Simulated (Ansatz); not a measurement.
One change: `BC(F)CN=C` becomes `BC(F)CC`.

Ansatz, PBE0-D4/def2-TZVP geometries, multiplicity 1. Each molecule was computed in one conformer, which needn't be the lowest.

| property | `BC(F)CN=C` |
| --- | --- |
| LUMO energy (ωB97M-V/def2-TZVPP) / eV | 0.12 |
| HOMO energy (B3LYP/def2-TZVPP) / eV | -7.35 |
| LUMO energy (B3LYP/def2-TZVPP) / eV | -2.06 |
| size of the dipole moment (B3LYP/def2-TZVPP) / D | 3.04 |
| HOMO energy (PBE/def2-TZVPP) / eV | -6.09 |
| HOMO energy (ωB97M-V/def2-TZVPP) / eV | -9.96 |

(1) What does the change do to each property? (Best estimate.)

## Answers

(1) The calculation gave: 
```
                                        property  `BC(F)CC`  shift
           LUMO energy (ωB97M-V/def2-TZVPP) / eV       0.20   0.08
             HOMO energy (B3LYP/def2-TZVPP) / eV      -8.37  -1.02
             LUMO energy (B3LYP/def2-TZVPP) / eV      -1.96   0.10
size of the dipole moment (B3LYP/def2-TZVPP) / D       1.92  -1.12
               HOMO energy (PBE/def2-TZVPP) / eV      -7.02  -0.93
           HOMO energy (ωB97M-V/def2-TZVPP) / eV     -10.93  -0.97
```

With PBE0 the HOMO falls by 0.99 eV and the LUMO rises by 0.10 eV, so the gap widens by about 1.09 eV. PBE moves the HOMO by -0.93 eV and ωB97M-V by -0.97 eV. Dipoles are sizes alone; their direction can turn.

B3LYP here is the variant with VWN-RPA as its local correlation; programs differ in this.
